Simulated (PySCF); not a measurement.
SMILES CC(=O)c1cccs1, singlet (GFN2-xTB optimised geometry):

```
14

C     -0.754    -2.537     0.003
C     -1.363    -1.154     0.001
O     -2.560    -0.966     0.000
C     -0.414    -0.046     0.000
C      0.960    -0.046     0.000
C      1.505     1.247     0.000
C      0.544     2.215     0.000
S     -1.040     1.574     0.000
H     -0.132    -2.667     0.887
H     -0.134    -2.671    -0.880
H     -1.548    -3.278     0.006
H      1.557    -0.940     0.000
H      2.560     1.454     0.000
H      0.684     3.278     0.000
```

Level of theory: PBE0/def2-TZVP run with PySCF 2.14.0.

Problem. What are the frontier orbital energies and the dipole moment?

Solution. HOMO-2 -7.64 eV, HOMO-1 -7.43 eV, HOMO -7.23 eV, LUMO -1.81 eV, LUMO+1 0.46 eV; dipole moment 3.69 D.

Meta-Löwdin charges at PBE0/def2-TZVP: C1 -0.40, C2 0.37, O3 -0.43, C4 -0.19, C5 -0.13, C6 -0.16, C7 -0.25, S8 0.34, H9 0.14, H10 0.14, H11 0.14, H12 0.14, H13 0.14, H14 0.15.
